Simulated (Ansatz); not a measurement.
Reaction (redistribution): `BrC[SiH2]Br` + `O[SiH](Cl)CF` → `FC[SiH2]CBr` + `O[SiH](Cl)Br`

Computed with Ansatz on PBE0-D4/def2-TZVP structures; ΔE is electronic, products minus reactants. CBS: MP2 limit from def2 TZ/QZ plus the TZ coupled-cluster correction, frozen cores. DFT in def2-TZVPP. For Br outer-core shells are correlated without core-valence functions, which leaves a few kJ/mol of doubt a bond. Scalar relativity is left out up to krypton. One conformer a species, not always the lowest.

`BrC[SiH2]Br`:

Cartesian coordinates in Å:
```
Br 0.846 -0.617 2.150
C -0.324 -0.701 0.596
Si 0.271 0.633 -0.569
Br -1.021 0.601 -2.382
H -0.237 -1.702 0.179
H -1.341 -0.539 0.947
H 1.663 0.363 -0.988
H 0.143 1.962 0.067
```

`O[SiH](Cl)CF`:

Z-matrix (Å, degrees):
```
Si
Cl 1 2.053
C 1 1.886 2 107.6
O 1 1.630 2 111.3 3 -120.8
H 1 1.476 2 108.5 3 121.3
F 3 1.394 1 108.6 2 -72.4
H 3 1.094 1 112.6 2 47.7
H 3 1.096 1 110.7 2 169.1
H 4 0.960 1 117.4 2 68.1
```

`FC[SiH2]CBr`:

```xyz
11

F    -1.627   -1.390   -0.558
C    -0.922   -0.378   -1.209
Si    0.739   -0.121   -0.344
C     0.443    0.339    1.452
Br   -0.502    2.039    1.542
H    -0.792   -0.670   -2.256
H    -1.530    0.532   -1.183
H     1.521   -1.387   -0.388
H     1.487    0.963   -1.030
H     1.366    0.466    2.015
H    -0.185   -0.393    1.960
```

`O[SiH](Cl)Br`:

Cartesian coordinates in Å:
```
O 0.689 0.652 -0.965
Si -0.361 -0.100 0.016
Cl -0.701 0.985 1.712
Br 0.402 -2.081 0.628
H 1.587 0.801 -0.664
H -1.616 -0.258 -0.728
```

```tsv
level	ΔE (kJ/mol)
PBE0-D4	1.8
r2SCAN	2.2
SCS-MP2/def2-TZVPP	4.2
CCSD/def2-TZVPP	4.2
```

Q: What does CCSD(T)/CBS give? (Best estimate.)

A: The calculation gave: +3.1 kJ/mol. The listed levels differ from it by -1.3, -0.9, 1.1, 1.1 kJ/mol.

Largest T1 diagnostic among the species: 0.011.

In def2-TZVPP, CCSD(T) changes the Hartree–Fock value by −4.5 kJ/mol (the triples alone add −0.8 kJ/mol) and MP2 by −4.8 kJ/mol.
